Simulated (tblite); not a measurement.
Species: C₄H₈O₂P (charge -1).
Structure used (GFN2-xTB), in Å, numbered top down from 1:
```
atom  x, y, z in Å
C1    -2.7933   -0.1944    0.1362
C2    -1.6909   -0.3690   -0.5639
P3    -0.2324    0.7350   -0.3129
O4    -0.4421    1.6104    0.8735
O5     0.1155    1.3614   -1.6231
C6     1.0366   -0.5852    0.1015
C7     2.3384    0.1458    0.3483
H8    -2.8088    0.5583    0.9083
H9    -3.7008   -0.7714   -0.0080
H10   -1.6346   -1.1021   -1.3607
H11    0.7185   -1.1330    0.9913
H12    1.1334   -1.2877   -0.7288
H13    2.6241    0.6778   -0.5579
H14    3.1508   -0.5251    0.6440
H15    2.1810    0.8871    1.1304
```

Computed values, GFN2-xTB/tblite, gas phase, harmonic and unscaled. Errors from tens to a few hundred cm⁻¹ against measured bands are possible. One conformer, not necessarily the lowest.

Harmonic wavenumbers (cm⁻¹): 49.9, 72.8, 147.2, 165.6, 193.7, 231.7, 280.3, 352.2, 435.2, 475.3, 543.0, 677.6, 680.5, 751.8, 885.7, 945.7, 969.5, 988.9, 1024.9, 1084.2, 1088.4, 1220.3, 1232.5, 1247.9, 1251.6, 1392.9, 1394.6, 1464.1, 1490.0, 1507.7, 1682.3, 2930.2, 2945.3, 2955.8, 2989.8, 3011.2, 3013.8, 3019.3, 3096.3.

A = 3618, B = 1592, C = 1514 MHz; mass 119.026 u (most abundant isotopes); point group C1, symmetry number 1.

What is the zero-point energy?

½Σν̃ = 24945 cm⁻¹ = 298.41 kJ/mol.

Entropy at 350 K, 1 bar (ideal gas, RRHO, classical rotation)?

Translation 171.79, rotation 119.16, vibration 121.65: S = 412.6 J/(mol K).

And Cp and H(350 K) − H(0)?

Cp = 153.55 J/(mol K), of which vibrations give 120.29 (their classical limit is 39 R = 324.3); H(350 K) − H(0) = 33.70 kJ/mol without the zero-point energy, 22.06 from vibrations.

What must be added to the electronic energy to get the Gibbs energy at 350 K and 1 bar?

ZPE + [H(350 K) − H(0)] − T·S = 298.41 + 33.70 − 144.41 = 187.70 kJ/mol.

Blend soft modes into free rotors: weight 1/[1 + (100 cm⁻¹/ν̃)⁴] for the oscillator and the rest for a rotor with moment μB/(μ + B), μ = h/(8π²ν), B = 10⁻⁴⁴ kg m². What vibrational entropy results?

112.11 J/(mol K) in place of 121.65, which changes −T·S at 350 K by +3.34 kJ/mol.

Hindered rotation and anharmonicity are outside this model. Other conformers, if any are populated, would add a mixing term that is left out. The structure is chiral; the term R ln 2 for an equal mix with its mirror image is left out.
